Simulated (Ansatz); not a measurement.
The pair A = CH3F (SMILES CF) (first 5 atoms), B = CH6Si (SMILES C[SiH3]); geometry from B3LYP-D3(BJ)/def2-TZVP.
(charge 0, multiplicity 1):
```xyz
13

C     -0.1471    -0.1337     0.5081
F      1.0017     0.1518     1.2392
H     -0.8590     0.6806     0.6440
H      0.1251    -0.2283    -0.5437
H     -0.5711    -1.0684     0.8757
C     -0.6659    -0.1348     6.0528
Si    -0.0055    -0.0133     4.2986
H     -0.5806     0.8235     6.5688
H     -0.1091    -0.8769     6.6283
H     -1.7179    -0.4264     6.0561
H     -0.7822     0.9934     3.5350
H     -0.1402    -1.3231     3.6162
H      1.4208     0.3824     4.3105
```

Cores are frozen in the correlated methods. MP2 and its Hartree–Fock in aug-cc-pV(T+d)Z are density fitted.

Codes used: Ansatz (a first-principles code). Each number belongs to the level named beside it.

The counterpoise-corrected interaction energy is E(AB) − E(A in the pair's basis) − E(B in the pair's basis). Total energies (hartree):

| level | AB | A in the pair's basis | B in the pair's basis |
|---|---|---|---|
| HF/aug-cc-pV(D+d)Z | -469.3582404 | -139.0577266 | -330.3013196 |
| MP2/aug-cc-pV(D+d)Z | -469.9911605 | -139.4176927 | -330.5718919 |
| HF/aug-cc-pV(T+d)Z | -469.4226795 | -139.0972016 | -330.3263138 |
| MP2/aug-cc-pV(T+d)Z | -470.1936207 | -139.5417745 | -330.6499159 |
| CCSD(T)/aug-cc-pV(D+d)Z | -470.0730333 | -139.4475054 | -330.6238166 |

Question: Work out the counterpoise-corrected interaction energy at the basis-set limit: extrapolate the MP2 correlation part as X⁻³, take Hartree–Fock from the larger set, and add the CCSD(T) − MP2 difference of aug-cc-pV(D+d)Z.

Answer: 
1. Differences (1 hartree = 627.509 kcal/mol): HF/aug-cc-pV(D+d)Z 0.506; MP2/aug-cc-pV(D+d)Z -0.989; HF/aug-cc-pV(T+d)Z 0.524; MP2/aug-cc-pV(T+d)Z -1.211; CCSD(T)/aug-cc-pV(D+d)Z -1.074.
2. Correlation parts, MP2 less HF: -1.495 in aug-cc-pV(D+d)Z (X = 2), -1.736 in aug-cc-pV(T+d)Z (X = 3).
3. Limit (3³·(-1.736) − 2³·(-1.495))/(3³ − 2³) = -1.837; with HF/aug-cc-pV(T+d)Z it gives -1.313.
4. CCSD(T) less MP2 in aug-cc-pV(D+d)Z: -0.085.
Result: -1.40 kcal/mol, against -0.99 at MP2/aug-cc-pV(D+d)Z. It is an estimate of this method's limit, not of the exact value.
